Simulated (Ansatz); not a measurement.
One geometry of CH5ClNSbSi, SMILES `[NH2][Sb]1[CH2][SiH]1Cl`, several functionals.

```yaml
crystal:
  periodic: [false, false, false]
  atoms:
    - {symbol: N, position_ang: [-1.753625, 0.861707, -0.076060]}
    - {symbol: Sb, position_ang: [-0.059544, 1.206657, 1.028969]}
    - {symbol: C, position_ang: [0.547377, -0.971886, 0.872989]}
    - {symbol: Si, position_ang: [1.336284, -0.151494, -0.553982]}
    - {symbol: Cl, position_ang: [0.634196, -0.566626, -2.433873]}
    - {symbol: H, position_ang: [-2.558515, 1.297984, 0.356333]}
    - {symbol: H, position_ang: [-1.678891, 1.218413, -1.020762]}
    - {symbol: H, position_ang: [1.165453, -1.341078, 1.687532]}
    - {symbol: H, position_ang: [-0.361897, -1.546945, 0.719012]}
    - {symbol: H, position_ang: [2.812163, -0.057832, -0.577158]}
basis:
  gaussian: {orbitals: def2-TZVPP}
hamiltonian: {xc: {name: r2SCANh}, dispersion: d4}
output: {orbitals: {seedname: orbitals}}
```

```sh
$ ansatz run in.yaml --threads 4 --pin off --events-out ev --progress --plain
```

Shortened log:

```
Functional definition: r2SCANh
1598 factors; their error is unknown
mean field evaluation 1: about -29532.4048 eV, gradient 8.6e1 eV
mean field evaluation 2: about -29457.2004 eV, gradient 1.7e2 eV
mean field evaluation 4: about -29546.9638 eV, gradient 2.3e1 eV
mean field evaluation 8: about -29548.2937 eV, gradient 1.1e-1 eV
mean field evaluation 16: about -29548.3570 eV, gradient 9.7e-4 eV
mean field -29548.35701090 eV, -1085.8820915547 hartree, gradient 2.1e-5 eV, S^2 0.000000; 0 other end points of the search recorded, 0 dependent functions left out
reference -29548.35702279 eV, -1085.8820919918 hartree; 36, 36 occupied and 230, 230 virtual orbitals, 1598 factors
Total energy: -29548.44078348 eV, -1085.8851701404 hartree
```

Hardware: 4 threads of a server CPU on a shared host. Wall time 6.5 s, peak host memory 0.87 GiB.

The same input with `hamiltonian: {xc: {name: BLYP}, dispersion: d4}` (abridged; 2.3 s):

```
Functional definition: BLYP
mean field evaluation 16: about -29546.6248 eV, gradient 2.5e-3 eV
mean field -29546.62483079 eV, -1085.8184351100 hartree, gradient 2.7e-5 eV, S^2 0.000000
Total energy: -29547.33144507 eV, -1085.8444027057 hartree
```

The same input with `hamiltonian: {xc: {name: LC-wPBE}}` (abridged; 2.9 s):

```
Functional definition: LC-wPBE
mean field evaluation 16: about -29542.4269 eV, gradient 1.6e-4 eV
mean field -29542.42694688 eV, -1085.6641657217 hartree, gradient 5.5e-5 eV, S^2 0.000000
Total energy: -29542.42694689 eV, -1085.6641657220 hartree
```

Changing it to `hamiltonian: {xc: {name: r2SCAN0}, dispersion: d4}` (abridged; 6.5 s):

```
Functional definition: r2SCAN0
mean field evaluation 16: about -29547.5113 eV, gradient 9.0e-4 eV
mean field -29547.51130123 eV, -1085.8510122978 hartree, gradient 6.4e-5 eV, S^2 0.000000
Total energy: -29547.60508758 eV, -1085.8544588825 hartree
```

The same input with `hamiltonian: {xc: hse06, dispersion: d4}` (abridged; 4.2 s):

```
Functional definition: HSE06
mean field evaluation 16: about -29538.4516 eV, gradient 3.4e-4 eV
mean field -29538.45161970 eV, -1085.5180751424 hartree, gradient 7.6e-5 eV, S^2 0.000000
Total energy: -29538.72040675 eV, -1085.5279528841 hartree
```

The same input with `hamiltonian: {xc: {name: BHLYP}, dispersion: d4}` (abridged; 4 s):

```
Functional definition: BHLYP
mean field evaluation 16: about -29545.6854 eV, gradient 1.1e-3 eV
mean field -29545.68542782 eV, -1085.7839126875 hartree, gradient 2.3e-5 eV, S^2 0.000000
Total energy: -29546.15826642 eV, -1085.8012891857 hartree
```

HSE06 is the plane-wave form, built on full-range PBE exchange.
